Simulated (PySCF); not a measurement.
# Correlation energy of Nb²⁺ (niobium, charge +2)

[Kr] 4d2 5p1, one real determinant (an excited configuration). Calculation: PySCF 2.14, in def2-TZVPPD with the def2 core potential (28 electrons) (6s4p3d2f1g, 56 functions); a scalar-relativistic core potential. Frozen: nothing; 11 electrons correlated.

MP2 pair energies summed by pair of shells (mhartree):

| pair | energy | share (%) |
| --- | --- | --- |
| 4p-4p | -106.58 | 46.1 |
| 4p-4d | -61.99 | 26.8 |
| 4s-4p | -27.82 | 12.0 |
| 4p-5p | -12.26 | 5.3 |
| 4d-5p | -6.56 | 2.8 |
| 4s-4d | -6.52 | 2.8 |
| 4s-4s | -5.60 | 2.4 |
| 4d-4d | -3.39 | 1.5 |
| 4s-5p | -0.61 | 0.3 |

Total MP2 correlation energy: -231.33 mhartree.

Same-spin part -67.94 and opposite-spin part -163.38 mhartree; SCS-MP2 scales them by 1/3 and 6/5 to -218.71 mhartree.

The reference is one real determinant that mixes LS terms of this configuration.

The basis has no tight functions for the innermost shells, so their pair energies are far from complete.

This basis was not built for core-valence correlation, so the inner-shell part is incomplete.
